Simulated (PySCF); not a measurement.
Distorted geometries of [BiO3]−

[BiO3]− (singlet). PySCF 2.14.0, RKS PBE0, Bi def2-SVP with ECP60, O def2-SVP; non-relativistic Hamiltonian with scalar-relativistic core potentials where named; density fitting; no spin-orbit coupling. Relaxed geometry:

```xyz
4

Bi    0.0000    0.0000    0.0000
O     1.9622    0.0000    0.0000
O    -0.9811    1.6993    0.0000
O    -0.9811   -1.6993    0.0000
```

Q: Order these distorted geometries by energy above the relaxed one, lowest first.
A.
```xyz
4

Bi   -0.0517   -0.0162   -0.0363
O     2.0079   -0.0138   -0.0078
O    -1.0018    1.7186    0.0037
O    -0.9544   -1.6886    0.0404
```
B.
```xyz
4

Bi    0.0585    0.0035    0.0511
O     1.9857   -0.0154   -0.1019
O    -1.0559    1.6861    0.0887
O    -0.9883   -1.6742   -0.0380
```
C.
```xyz
4

Bi   -0.1052   -0.1560   -0.0328
O     2.3016   -0.0636    0.1551
O    -1.1536    1.7152   -0.0405
O    -1.0429   -1.4956   -0.0818
```

A: B (0.08 eV), A (0.18 eV), C (4.21 eV).

Q: Which forces (eV/Å) act in the one that lies 0.18 eV up?

A: 
```
Bi   2.94  2.01  0.11
O   -2.05 -0.01 -0.08
O    0.10 -0.42 -0.05
O   -0.99 -1.58  0.02
```
Forces carry noise of the integration grid, about 0.01 to 0.03 eV/Å.
